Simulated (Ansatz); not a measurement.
`[OH][Ga]([SiH3])[SH]` + `CNB[SiH3]` → `CN([SiH3])B[SiH3]` + `[OH][GaH][SH]`  (cleavage of the Si–Ga bond)

Isolated molecules relaxed with PBE0-D4/def2-TZVP in Ansatz; ΔE leaves out vibrations. CCSD(T)/CBS adds triple-zeta CCSD(T) − MP2 to the extrapolated MP2 energy (def2 sets, frozen cores). Functionals use def2-TZVPP. For Ga outer-core shells are correlated without core-valence functions, which leaves a few kJ/mol of doubt a bond. Scalar relativity is left out up to krypton. Each species was taken in one conformer, which may not be the lowest.

CCSD(T)/CBS gives -1.0 kcal/mol.

(1) Another level gave +0.9 kcal/mol. Which?
A. PBE0/def2-TZVPP
B. PBE/def2-TZVPP
C. ωB97X-V/def2-TZVPP
D. r2SCAN/def2-TZVPP

Largest T1 diagnostic among the species: 0.014.

Results:

(1) D. r2SCAN 0.9, PBE0 2.9, ωB97X-V -1.0, PBE 4.5 kcal/mol.

The D4 term adds −2.2 kcal/mol with B3LYP and −1.2 kcal/mol with PBE0; it sums over pairs of atoms, weighted by their polarisabilities, and B3LYP, whose exchange is more repulsive, gets the larger term. From PBE to PBE0 (25 % exact exchange), in def2-TZVPP and without D4, ΔE moves by −1.6 kcal/mol.

CCSD(T)/CBS has its own doubt, a few kJ/mol and more with outer-core shells, so smaller differences from it don't rank the levels.

B3LYP here is the variant with VWN-RPA as its local correlation; programs differ in this.
